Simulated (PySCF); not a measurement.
## Basis-set dependence of population analyses: `CS[BH2-][NH3+]`

CH₈BNS.
Cartesian coordinates in Å at the PBE0-D3(BJ)/def2-SVP level; atoms count from 1:
```
atom  x, y, z in Å
C1     1.8679   -0.4356   -0.2528
S2     0.7886    0.2114    1.0572
B3    -0.7129    0.8049    0.0933
N4    -1.6500   -0.5117   -0.2036
H5     2.8133   -0.7532    0.2095
H6     2.0843    0.3431   -0.9992
H7     1.4428   -1.3115   -0.7704
H8    -1.3909    1.5193    0.8133
H9    -0.4561    1.2816   -1.0019
H10   -2.5417   -0.2605   -0.6358
H11   -1.8318   -0.9969    0.6773
H12   -1.1725   -1.1710   -0.8200
```

PBE0 throughout (PySCF), one geometry, spherical d and f functions. The structure is a single PBE0-D3(BJ)/def2-SVP conformer in the gas phase; no vibrational or solvent corrections. Atoms taken as equivalent share a column and are averaged.

Mulliken charges (e):

```json
{"basis": "STO-3G", "functions": "32", "C1": "-0.317", "S2": "-0.022", "B3": "-0.043", "N4": "-0.409", "H5/H6/H7": "+0.065", "H8/H9": "-0.097", "H10/H11/H12": "+0.263"}
{"basis": "6-31G", "functions": "56", "C1": "-0.717", "S2": "+0.019", "B3": "-0.071", "N4": "-0.847", "H5/H6/H7": "+0.184", "H8/H9": "-0.034", "H10/H11/H12": "+0.377"}
{"basis": "pcSseg-0", "functions": "56", "C1": "-0.893", "S2": "-0.168", "B3": "-0.076", "N4": "-0.792", "H5/H6/H7": "+0.253", "H8/H9": "+0.043", "H10/H11/H12": "+0.362"}
{"basis": "6-31G*", "functions": "76", "C1": "-0.658", "S2": "-0.093", "B3": "-0.085", "N4": "-0.852", "H5/H6/H7": "+0.188", "H8/H9": "-0.028", "H10/H11/H12": "+0.394"}
{"basis": "def2-SVP", "functions": "100", "C1": "-0.165", "S2": "-0.250", "B3": "-0.120", "N4": "-0.015", "H5/H6/H7": "+0.064", "H8/H9": "-0.055", "H10/H11/H12": "+0.156"}
{"basis": "cc-pVDZ", "functions": "100", "C1": "-0.184", "S2": "-0.200", "B3": "-0.180", "N4": "+0.072", "H5/H6/H7": "+0.062", "H8/H9": "-0.048", "H10/H11/H12": "+0.135"}
{"basis": "pcSseg-1", "functions": "115", "C1": "-0.399", "S2": "-0.269", "B3": "-0.078", "N4": "-0.337", "H5/H6/H7": "+0.134", "H8/H9": "0.000", "H10/H11/H12": "+0.226"}
{"basis": "6-311+G(2d,p)", "functions": "164", "C1": "-0.538", "S2": "-0.111", "B3": "-0.145", "N4": "-0.585", "H5/H6/H7": "+0.153", "H8/H9": "-0.007", "H10/H11/H12": "+0.312"}
{"basis": "aug-cc-pVDZ", "functions": "168", "C1": "+0.252", "S2": "-0.184", "B3": "-1.022", "N4": "-0.040", "H5/H6/H7": "-0.172", "H8/H9": "+0.630", "H10/H11/H12": "+0.083"}
{"basis": "def2-TZVP", "functions": "178", "C1": "-0.357", "S2": "-0.229", "B3": "-0.236", "N4": "-0.394", "H5/H6/H7": "+0.128", "H8/H9": "-0.007", "H10/H11/H12": "+0.282"}
{"basis": "IGLO-III", "functions": "229", "C1": "-0.535", "S2": "-0.033", "B3": "-0.069", "N4": "-0.531", "H5/H6/H7": "+0.137", "H8/H9": "-0.064", "H10/H11/H12": "+0.294"}
{"basis": "cc-pVTZ", "functions": "236", "C1": "-0.295", "S2": "-0.217", "B3": "-0.271", "N4": "-0.004", "H5/H6/H7": "+0.102", "H8/H9": "0.000", "H10/H11/H12": "+0.161"}
```

IAO charges (e):

```csv
basis,functions,C1,S2,B3,N4,H5/H6/H7,H8/H9,H10/H11/H12
STO-3G,32,-0.494,+0.044,-0.278,-0.372,+0.117,-0.033,+0.271
6-31G,56,-0.514,-0.076,-0.295,-0.451,+0.150,-0.010,+0.302
pcSseg-0,56,-0.511,-0.075,-0.305,-0.422,+0.149,-0.010,+0.295
6-31G*,76,-0.495,-0.060,-0.284,-0.434,+0.141,-0.017,+0.295
def2-SVP,100,-0.484,-0.049,-0.297,-0.416,+0.136,-0.019,+0.292
cc-pVDZ,100,-0.492,-0.053,-0.300,-0.425,+0.140,-0.015,+0.294
pcSseg-1,115,-0.496,-0.053,-0.300,-0.423,+0.141,-0.015,+0.293
"6-311+G(2d,p)",164,-0.508,-0.054,-0.302,-0.448,+0.146,-0.013,+0.301
aug-cc-pVDZ,168,-0.500,-0.064,-0.299,-0.443,+0.145,-0.013,+0.300
def2-TZVP,178,-0.510,-0.050,-0.301,-0.448,+0.145,-0.014,+0.300
IGLO-III,229,-0.512,-0.046,-0.303,-0.450,+0.145,-0.014,+0.301
cc-pVTZ,236,-0.509,-0.055,-0.300,-0.448,+0.145,-0.014,+0.301
```

Hirshfeld charges (e):

```json
{"basis": "STO-3G", "functions": "32", "C1": "-0.059", "S2": "-0.132", "B3": "-0.043", "N4": "+0.012", "H5/H6/H7": "+0.004", "H8/H9": "-0.120", "H10/H11/H12": "+0.149"}
{"basis": "6-31G", "functions": "56", "C1": "-0.113", "S2": "-0.176", "B3": "-0.051", "N4": "-0.053", "H5/H6/H7": "+0.034", "H8/H9": "-0.096", "H10/H11/H12": "+0.161"}
{"basis": "pcSseg-0", "functions": "56", "C1": "-0.119", "S2": "-0.139", "B3": "-0.056", "N4": "-0.054", "H5/H6/H7": "+0.030", "H8/H9": "-0.102", "H10/H11/H12": "+0.161"}
{"basis": "6-31G*", "functions": "76", "C1": "-0.110", "S2": "-0.183", "B3": "-0.052", "N4": "-0.054", "H5/H6/H7": "+0.035", "H8/H9": "-0.095", "H10/H11/H12": "+0.161"}
{"basis": "def2-SVP", "functions": "100", "C1": "-0.128", "S2": "-0.126", "B3": "-0.061", "N4": "-0.075", "H5/H6/H7": "+0.033", "H8/H9": "-0.101", "H10/H11/H12": "+0.164"}
{"basis": "cc-pVDZ", "functions": "100", "C1": "-0.125", "S2": "-0.139", "B3": "-0.055", "N4": "-0.073", "H5/H6/H7": "+0.033", "H8/H9": "-0.099", "H10/H11/H12": "+0.163"}
{"basis": "pcSseg-1", "functions": "115", "C1": "-0.132", "S2": "-0.134", "B3": "-0.044", "N4": "-0.088", "H5/H6/H7": "+0.034", "H8/H9": "-0.097", "H10/H11/H12": "+0.162"}
{"basis": "6-311+G(2d,p)", "functions": "164", "C1": "-0.137", "S2": "-0.125", "B3": "-0.045", "N4": "-0.098", "H5/H6/H7": "+0.035", "H8/H9": "-0.093", "H10/H11/H12": "+0.161"}
{"basis": "aug-cc-pVDZ", "functions": "168", "C1": "-0.143", "S2": "-0.118", "B3": "-0.047", "N4": "-0.104", "H5/H6/H7": "+0.037", "H8/H9": "-0.091", "H10/H11/H12": "+0.162"}
{"basis": "def2-TZVP", "functions": "178", "C1": "-0.138", "S2": "-0.127", "B3": "-0.049", "N4": "-0.098", "H5/H6/H7": "+0.036", "H8/H9": "-0.093", "H10/H11/H12": "+0.163"}
{"basis": "IGLO-III", "functions": "229", "C1": "-0.144", "S2": "-0.105", "B3": "-0.050", "N4": "-0.107", "H5/H6/H7": "+0.035", "H8/H9": "-0.094", "H10/H11/H12": "+0.162"}
{"basis": "cc-pVTZ", "functions": "236", "C1": "-0.138", "S2": "-0.130", "B3": "-0.049", "N4": "-0.097", "H5/H6/H7": "+0.036", "H8/H9": "-0.094", "H10/H11/H12": "+0.164"}
```

Some averages cover members that differ in this geometry, most widely: H10/H11/H12, Mulliken in aug-cc-pVDZ +0.031 to +0.117; H5/H6/H7, Mulliken in IGLO-III +0.103 to +0.164; H8/H9, Mulliken in aug-cc-pVDZ +0.604 to +0.655; H5/H6/H7, Mulliken in pcSseg-0 +0.221 to +0.270 e.

**Question.** Which scheme is steadiest as the basis changes?

**Answer.** Largest range over the bases for any column: Hirshfeld 0.12 e, IAO 0.12 e, Mulliken 1.14 e. Hirshfeld and IAO charges move least and Mulliken charges most, counted in e. Without the minimal STO-3G basis the ranges are Hirshfeld 0.08, IAO 0.04, Mulliken 1.14 e.

**Question.** How much do the charges still move between the two largest bases, IGLO-III and cc-pVTZ?

**Answer.** At most, over all atoms: Mulliken 0.526 e, IAO 0.009 e, Hirshfeld 0.025 e.

**Question.** What do the same runs give for the total energy, the frontier levels and the dipole moment?

**Answer.** 
| basis | energy (Eh) | HOMO (eV) | LUMO (eV) | μ (D) |
| --- | --- | --- | --- | --- |
| STO-3G | -514.5559 | -1.91 | 7.75 | 6.32 |
| 6-31G | -520.3775 | -5.65 | 0.85 | 6.47 |
| pcSseg-0 | -519.7092 | -5.82 | 0.49 | 6.56 |
| 6-31G* | -520.4275 | -5.63 | 0.98 | 6.14 |
| def2-SVP | -520.2409 | -5.61 | 0.46 | 5.97 |
| cc-pVDZ | -520.4605 | -5.64 | 0.47 | 5.94 |
| pcSseg-1 | -520.4205 | -5.82 | 0.09 | 6.01 |
| 6-311+G(2d,p) | -520.5056 | -5.86 | -0.70 | 5.68 |
| aug-cc-pVDZ | -520.4743 | -5.87 | -0.87 | 5.64 |
| def2-TZVP | -520.5144 | -5.82 | -0.10 | 5.72 |
| IGLO-III | -520.5191 | -5.79 | -0.34 | 5.60 |
| cc-pVTZ | -520.5191 | -5.82 | -0.02 | 5.74 |

The dipole is fixed by the density alone, so its range of 0.96 D shows that the density itself changes with the basis, not only its division among atoms.
